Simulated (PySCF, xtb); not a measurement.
CHCl2, SMILES Cl[CH]Cl (connectivity only; charge and spin as stated), charge +1, multiplicity 1.

Harmonic wavenumbers (cm⁻¹) from GFN2-xTB (xtb) at its own minimum, in rising order: 329, 779, 789, 912, 1168, 2858.

Q: What does PBE-D3(BJ)/def2-TZVP (PySCF 2.14.0) give at its own minimum? (The exact figures need the calculation; the answer reports its results.)

A: 348, 833, 864, 1046, 1270, 3070. Paired by order, the mean absolute difference is 99 cm⁻¹ and the zero-point energies are 9.8 and 10.6 kcal/mol.
